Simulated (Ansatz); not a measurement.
Relaxation of ClF₂GeH (5 atoms, charge 0, multiplicity 1), to a largest force component of 0.02 eV/Å in at most 40 steps.

All numbers below come from RKS BLYP/def2-SVP in Ansatz.

```xyz
5
Properties=species:S:1:pos:R:3:forces:R:3
Ge 0.000 0.000 0.000 -1.43 -2.56 1.84
H 0.000 0.000 1.550 0.03 0.05 -0.12
F 1.584 0.000 -0.559 1.98 0.09 -0.90
F -0.791 1.371 -0.559 -0.93 1.80 -0.92
Cl -1.046 -1.812 -0.739 0.36 0.62 0.10
```

Where does it end, and by what steps?

The run converged. After 3 steps the energy has fallen by 0.182 eV; Ge1 moved furthest, 0.07 Å.

| step | energy less start (eV) | largest force component (eV/Å) | accepted |
| --- | --- | --- | --- |
| 0 | 0.0000 | 2.558 | yes |
| 1 | -0.1391 | 1.175 | yes |
| 2 | -0.1806 | 0.090 | yes |
| 3 | -0.1819 | 0.008 | yes |

```xyz
5
Properties=species:S:1:pos:R:3
Ge -0.026 -0.045 0.046
H 0.007 0.012 1.584
F 1.600 -0.008 -0.590
F -0.806 1.382 -0.590
Cl -1.028 -1.782 -0.758
```

Whether the end is a true minimum wasn't checked by a vibrational analysis.

Time of the run: 11 s on 1 thread of Arm Neoverse V1 (shared host), peak memory 0.12 GiB.
